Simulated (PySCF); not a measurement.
PySCF input (TPSSh/def2-TZVPD):

```python
from pyscf import gto, scf, dft

mol = gto.M(
    atom='''
    F    -1.17643994   -0.00568529   -0.08249748
    B     0.14184000    0.35971988    0.20792032
    O     1.23484493   -0.21842897   -0.03714054
    ''',
    basis='def2-tzvpd',
    charge=-1,
    spin=1,
    verbose=4,
)

mf = dft.UKS(mol, xc='tpssh').density_fit(auxbasis='def2-universal-jkfit')
mf.grids.level = 3
mf.conv_tol = 1e-9
mf.max_cycle = 100
mf.max_memory = 1500
mf.kernel()
if not mf.converged:
    mf = mf.newton()
    mf.kernel(mf.make_rdm1())
for _ in range(2):
    mo, _, stable, _ = mf.stability(return_status=True)
    if stable:
        break
    mf.kernel(mf.make_rdm1(mo, mf.mo_occ))
mf.analyze()
```

Output:

```
PySCF version 2.14.0

[INPUT] verbose = 4
[INPUT] num. atoms = 3
[INPUT] num. electrons = 23
[INPUT] charge = -1
[INPUT] spin (= nelec alpha-beta = 2S) = 1
[INPUT] symmetry False subgroup None
[INPUT] Mole.unit = angstrom
[INPUT] Symbol           X                Y                Z      unit          X                Y                Z       unit  Magmom
[INPUT]  1 F     -1.176439940000  -0.005685290000  -0.082497480000 AA   -2.223149288600  -0.010743641039  -0.155897643167 Bohr   0.0
[INPUT]  2 B      0.141840000000   0.359719880000   0.207920320000 AA    0.268038753508   0.679772054761   0.392912460532 Bohr   0.0
[INPUT]  3 O      1.234844930000  -0.218428970000  -0.037140540000 AA    2.333518724008  -0.412770930971  -0.070185448718 Bohr   0.0

nuclear repulsion = 49.5569891995977
number of shells = 41
number of NR pGTOs = 162
number of NR cGTOs = 117
basis = def2-tzvpd
ecp = {}

******** <class 'pyscf.df.df_jk.DFUKS'> ********
method = DFUKS
initial guess = minao
damping factor = 0
level_shift factor = 0
DIIS = <class 'pyscf.scf.diis.CDIIS'>
diis_start_cycle = 1
diis_space = 8
diis_damp = 0
SCF conv_tol = 1e-09
SCF conv_tol_grad = None
SCF max_cycles = 100
direct_scf = False
number electrons alpha = 12  beta = 11
XC library pyscf.dft.libxc version 7.1.2
    S. Lehtola, C. Steigemann, M. J. T. Oliveira, and M. A. L. Marques,  SoftwareX 7, 1–5 (2018)
XC functionals = tpssh
    V. N. Staroverov, G. E. Scuseria, J. Tao, and J. P. Perdew,  J. Chem. Phys. 119, 12129 (2003)
radial grids:
    Treutler-Ahlrichs [JCP 102, 346 (1995); DOI:10.1063/1.469408] (M4) radial grids

becke partition: Becke, JCP 88, 2547 (1988); DOI:10.1063/1.454033
pruning grids: <function nwchem_prune>
grids dens level: 3
symmetrized grids: False
atomic radii adjust function: <function treutler_atomic_radii_adjust>
small_rho_cutoff = 0
Set gradient conv threshold to 3.16228e-05
tot grids = 42392
******** <class 'pyscf.df.df.DF'> ********
auxbasis = def2-universal-jkfit
init E= -200.180660325883
  alpha nocc = 12  HOMO = -0.156097043319601  LUMO = -0.0295913226380762
  beta  nocc = 11  HOMO = -0.439713377002163  LUMO = -0.156097043319605

WARN: HOMO -0.156097043319601 >= LUMO -0.156097043319605

cycle= 1 E= -199.863147974522  delta_E= 0.318  |g|= 0.752  |ddm|= 1.06
  alpha nocc = 12  HOMO = 0.15799099497461  LUMO = 0.22317986039655
[...]
  beta  nocc = 11  HOMO = -0.0595928628877174  LUMO = 0.120874804649912
  HOMO = 0.0515360979781  LUMO = 0.12087480465  gap/eV = 1.88680
Extra cycle  E= -200.084403988955  delta_E= -9.21e-12  |g|= 1.3e-05  |ddm|= 4.2e-05
converged SCF energy = -200.084403988955  <S^2> = 0.75497089  2S+1 = 2.0049647
uhf_internal: lowest eigs of H = [0.20501154 0.2299626  0.23163642]
<class 'pyscf.df.df_jk.DFUKS'> wavefunction is stable in the internal stability analysis
**** SCF Summaries ****
Total Energy =                        -200.084403988954620
Nuclear Repulsion Energy =              49.556989199597730
One-electron Energy =                 -380.256900959411382
Two-electron Energy =                  130.615507770859040
Two-electron Coulomb Energy =          153.940378267164647
DFT Exchange-Correlation Energy =      -23.324870496305600
HOMO-LUMO gap [eV] =                     1.886802313375261
**** MO energy ****
                             alpha | beta                alpha | beta
MO #1   energy= -24.3861595103202  | -24.3831373151034  occ= 1 | 1
MO #2   energy= -18.7908288534851  | -18.7881599378619  occ= 1 | 1
MO #3   energy= -6.51431050065748  | -6.50727512533875  occ= 1 | 1
MO #4   energy= -0.953624610621226 | -0.947365999589593 occ= 1 | 1
MO #5   energy= -0.697935182200222 | -0.691517024516141 occ= 1 | 1
MO #6   energy= -0.295766551035616 | -0.28649107094671  occ= 1 | 1
MO #7   energy= -0.209526956710702 | -0.205415181047029 occ= 1 | 1
MO #8   energy= -0.209343227369069 | -0.199943993758584 occ= 1 | 1
MO #9   energy= -0.1538231898056   | -0.143592011651752 occ= 1 | 1
MO #10  energy= -0.0780109617610859 | -0.0762068437835607 occ= 1 | 1
MO #11  energy= -0.0750974717749283 | -0.0595928628877174 occ= 1 | 1
MO #12  energy= 0.0515360979780617 | 0.120874804649912  occ= 1 | 0
MO #13  energy= 0.155639379980798  | 0.184155707781471  occ= 0 | 0
MO #14  energy= 0.184973415085384  | 0.193626341793964  occ= 0 | 0
MO #15  energy= 0.190682720254664  | 0.208082670506263  occ= 0 | 0
MO #16  energy= 0.198810347411721  | 0.209859767641213  occ= 0 | 0
MO #17  energy= 0.224480881094801  | 0.232496410544975  occ= 0 | 0
MO #18  energy= 0.234287143610882  | 0.251869893246496  occ= 0 | 0
MO #19  energy= 0.26093791968825   | 0.267737991080227  occ= 0 | 0
MO #20  energy= 0.268178105798898  | 0.276606170537959  occ= 0 | 0
MO #21  energy= 0.273547504957453  | 0.280787689594526  occ= 0 | 0
MO #22  energy= 0.304239816906981  | 0.313468502777344  occ= 0 | 0
MO #23  energy= 0.321134506417404  | 0.331769656403748  occ= 0 | 0
MO #24  energy= 0.337918640892303  | 0.343413347666625  occ= 0 | 0
MO #25  energy= 0.354669206740592  | 0.369419465974224  occ= 0 | 0
MO #26  energy= 0.363809871292453  | 0.372747088914948  occ= 0 | 0
MO #27  energy= 0.366831726763383  | 0.373259161693919  occ= 0 | 0
MO #28  energy= 0.424042608777771  | 0.436701348939541  occ= 0 | 0
MO #29  energy= 0.426729633960809  | 0.437206950209302  occ= 0 | 0
MO #30  energy= 0.453198417888839  | 0.462324342861002  occ= 0 | 0
MO #31  energy= 0.487731108602549  | 0.493529716040225  occ= 0 | 0
MO #32  energy= 0.526516992040847  | 0.537167775592803  occ= 0 | 0
MO #33  energy= 0.63067497453102   | 0.635687183060169  occ= 0 | 0
MO #34  energy= 0.644943612526725  | 0.649571674856857  occ= 0 | 0
MO #35  energy= 0.658268166187843  | 0.675820437094934  occ= 0 | 0
MO #36  energy= 0.674944094462821  | 0.677761012897766  occ= 0 | 0
MO #37  energy= 0.699957066169929  | 0.707796352276408  occ= 0 | 0
MO #38  energy= 0.711374180979547  | 0.720293859303849  occ= 0 | 0
MO #39  energy= 0.75152261262097   | 0.754546423246923  occ= 0 | 0
MO #40  energy= 0.758798996120064  | 0.761768417749045  occ= 0 | 0
MO #41  energy= 0.768547711276995  | 0.771546359054608  occ= 0 | 0
MO #42  energy= 0.791658496147201  | 0.794831370583027  occ= 0 | 0
MO #43  energy= 0.797059198261045  | 0.801445139232597  occ= 0 | 0
MO #44  energy= 0.81268040010572   | 0.833003714680801  occ= 0 | 0
MO #45  energy= 0.836241121244498  | 0.854597252945603  occ= 0 | 0
MO #46  energy= 0.903565680072454  | 0.910406014521442  occ= 0 | 0
MO #47  energy= 0.942060074821701  | 0.951452225814467  occ= 0 | 0
MO #48  energy= 0.997991280642573  | 1.00644029911189   occ= 0 | 0
MO #49  energy= 1.00209761186701   | 1.00752823535792   occ= 0 | 0
MO #50  energy= 1.07705809950535   | 1.08949871126945   occ= 0 | 0
MO #51  energy= 1.1288443493186    | 1.1424008470364    occ= 0 | 0
MO #52  energy= 1.15120843201657   | 1.158955937707     occ= 0 | 0
MO #53  energy= 1.18215702569185   | 1.18914405263983   occ= 0 | 0
MO #54  energy= 1.21633005159329   | 1.2292393477439    occ= 0 | 0
MO #55  energy= 1.23965732564103   | 1.24803319632047   occ= 0 | 0
MO #56  energy= 1.31660983780699   | 1.33206734280257   occ= 0 | 0
MO #57  energy= 1.38170270240586   | 1.38858268820476   occ= 0 | 0
MO #58  energy= 1.44761430254579   | 1.45790626137636   occ= 0 | 0
MO #59  energy= 1.52718470046896   | 1.5398212285188    occ= 0 | 0
MO #60  energy= 1.69401971786895   | 1.69740888253197   occ= 0 | 0
MO #61  energy= 1.84717228591919   | 1.85308940765718   occ= 0 | 0
MO #62  energy= 1.8795697238252    | 1.88663885565861   occ= 0 | 0
MO #63  energy= 1.92120350293829   | 1.92794849167483   occ= 0 | 0
MO #64  energy= 1.98877780157512   | 1.9957512790247    occ= 0 | 0
MO #65  energy= 2.0127116166168    | 2.0286955036753    occ= 0 | 0
MO #66  energy= 2.0769392585337    | 2.08513625988634   occ= 0 | 0
MO #67  energy= 2.11298095601087   | 2.1280070370382    occ= 0 | 0
MO #68  energy= 2.17020337462787   | 2.18859457912985   occ= 0 | 0
MO #69  energy= 2.19423286028819   | 2.22001701373484   occ= 0 | 0
MO #70  energy= 2.2032089940331    | 2.22827382306644   occ= 0 | 0
MO #71  energy= 2.34952452966262   | 2.36827566065491   occ= 0 | 0
MO #72  energy= 2.41400226264472   | 2.42056480516382   occ= 0 | 0
MO #73  energy= 2.45434514686007   | 2.46358518307867   occ= 0 | 0
MO #74  energy= 2.53140086295334   | 2.54168756933568   occ= 0 | 0
MO #75  energy= 2.67255603542864   | 2.68000590591969   occ= 0 | 0
MO #76  energy= 2.69276733515272   | 2.69977547871187   occ= 0 | 0
MO #77  energy= 2.76609009832691   | 2.77766160503844   occ= 0 | 0
MO #78  energy= 2.78674279468474   | 2.79062036064359   occ= 0 | 0
MO #79  energy= 2.93869289993298   | 2.94420227673726   occ= 0 | 0
MO #80  energy= 3.03641320355158   | 3.04159127277676   occ= 0 | 0
MO #81  energy= 3.06598347786928   | 3.07123260142708   occ= 0 | 0
MO #82  energy= 3.12712700304824   | 3.13547440474046   occ= 0 | 0
MO #83  energy= 3.32199569486387   | 3.32647802788325   occ= 0 | 0
MO #84  energy= 3.40751875939839   | 3.41352397599251   occ= 0 | 0
MO #85  energy= 3.63598080969416   | 3.63991867660652   occ= 0 | 0
MO #86  energy= 3.70235332861758   | 3.70598133772538   occ= 0 | 0
MO #87  energy= 3.84303951075169   | 3.84901587190422   occ= 0 | 0
MO #88  energy= 4.15710368009044   | 4.16464912055737   occ= 0 | 0
MO #89  energy= 4.21671627092136   | 4.22023419042213   occ= 0 | 0
MO #90  energy= 4.90282654367021   | 4.91133871649087   occ= 0 | 0
MO #91  energy= 5.45569475557333   | 5.46010402006047   occ= 0 | 0
MO #92  energy= 5.46303608754271   | 5.46723603267232   occ= 0 | 0
MO #93  energy= 5.72138019384548   | 5.72670647832228   occ= 0 | 0
MO #94  energy= 5.75691370965716   | 5.76191689283479   occ= 0 | 0
MO #95  energy= 5.96757653713785   | 5.97363536626316   occ= 0 | 0
MO #96  energy= 6.10346041318358   | 6.11197116387067   occ= 0 | 0
MO #97  energy= 6.22966081233398   | 6.23816665031407   occ= 0 | 0
MO #98  energy= 6.71567970550272   | 6.72201819659377   occ= 0 | 0
MO #99  energy= 6.7361501302435    | 6.7426401413135    occ= 0 | 0
MO #100 energy= 7.00760763772534   | 7.0113621667828    occ= 0 | 0
MO #101 energy= 7.06409608511643   | 7.07241324242137   occ= 0 | 0
MO #102 energy= 7.13275890954541   | 7.13710229424595   occ= 0 | 0
MO #103 energy= 7.13436403563937   | 7.13762347544214   occ= 0 | 0
MO #104 energy= 7.21064146203413   | 7.21605774562592   occ= 0 | 0
[...]
```
